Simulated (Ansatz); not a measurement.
Isomers of CH4BFS, B3LYP-D3(BJ)/def2-TZVP minima from an xTB search, which can miss the lowest.
Isomer 1, SMILES CB(F)S (charge 0, multiplicity 1):
```xyz
8

C     -1.1139     0.0689    -0.0163
B      0.4168    -0.1507     0.1909
F      0.8453    -0.8757     1.2293
S      1.6381     0.5545    -0.9448
H     -1.5427     0.5484     0.8690
H     -1.6166    -0.8980    -0.1164
H     -1.3584     0.6751    -0.8880
H      2.7314     0.0775    -0.3237
```
Isomer 2, SMILES CSBF (charge 0, multiplicity 1):
```xyz
8

C     -1.2222     0.0025     0.2459
S     -0.0849    -0.0422    -1.1852
B      1.5240    -0.0067    -0.4149
F      1.6614     0.0406     0.9098
H     -2.2333    -0.0340    -0.1524
H     -1.0531    -0.8555     0.8912
H     -1.0854     0.9216     0.8097
H      2.4935    -0.0263    -1.1041
```

Frozen-core correlation. MP2 and its Hartree–Fock in cc-pV(Q+d)Z are density fitted.

Run with Ansatz (Gaussian basis) for Hartree–Fock, density functionals and correlated methods. 

The energy of isomer 2 above isomer 1 is E(isomer 2) − E(isomer 1). Total energies (hartree):

```
level                    isomer 2      isomer 1
-------------------  ------------  ------------
HF/cc-pV(T+d)Z       -562.0139963  -562.0371138
MP2/cc-pV(T+d)Z      -562.7167376  -562.7398876
HF/cc-pV(Q+d)Z       -562.0296428  -562.0525982
MP2/cc-pV(Q+d)Z      -562.7884942  -562.8112365
CCSD(T)/cc-pV(T+d)Z  -562.7805375  -562.8038633
```

Problem. Work out the energy of isomer 2 above isomer 1 at the basis-set limit: extrapolate the MP2 correlation part as X⁻³, take Hartree–Fock from the larger set, and add the CCSD(T) − MP2 difference of cc-pV(T+d)Z.

Solution. 
1. Differences (1 hartree = 627.509 kcal/mol): HF/cc-pV(T+d)Z 14.506; MP2/cc-pV(T+d)Z 14.527; HF/cc-pV(Q+d)Z 14.405; MP2/cc-pV(Q+d)Z 14.271; CCSD(T)/cc-pV(T+d)Z 14.637.
2. Correlation parts, MP2 less HF: 0.020 in cc-pV(T+d)Z (X = 3), -0.134 in cc-pV(Q+d)Z (X = 4).
3. Limit (4³·(-0.134) − 3³·(0.020))/(4³ − 3³) = -0.246; with HF/cc-pV(Q+d)Z it gives 14.159.
4. CCSD(T) less MP2 in cc-pV(T+d)Z: 0.110.
Result: 14.27 kcal/mol, against 14.53 at MP2/cc-pV(T+d)Z. It is an estimate of this method's limit, not of the exact value.

Ansatz is an electronic-structure program.
